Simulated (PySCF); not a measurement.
BH3N, SMILES [NH]B (connectivity only; charge and spin as stated), charge -1, multiplicity 1. Atoms are numbered in the order given.

```xyz
5

B     -0.0261    -0.6662     0.0000
N      0.1520     0.6911     0.0000
H      0.9435    -1.4330     0.0000
H     -1.1289    -1.2462     0.0000
H     -0.7482     1.1722     0.0000
```
Charge -1, spin multiplicity 1.

Geometry optimised at PBE0-D3(BJ)/def2-TZVPD. The spin state was assumed, not searched. The isomer is the one that the SMILES or the coordinates give; other isomers of the formula were not compared.

Two levels are set side by side: PBE/pcSseg-2 (PySCF) and PBE0/pcSseg-2 (PySCF). GIAO shifts against BF3 (¹¹B), NH3 (¹⁵N), TMS (¹H) at the same level; non-relativistic, no solvent, atoms listed together averaged. Differences are taken from unrounded values.

```
quantity             PBE0    PBE  PBE minus PBE0
------------------  -----  -----  --------------
δ(¹¹B) of B1 (ppm)   18.5   16.8            -1.7
δ(¹⁵N) of N2 (ppm)  260.3  268.8             8.5
δ(¹H) of H5 (ppm)    6.07   6.51            0.44
```

Rough cost on one machine, each run with all the roots and properties that it gave: PBE0 against PBE within a factor of 2.
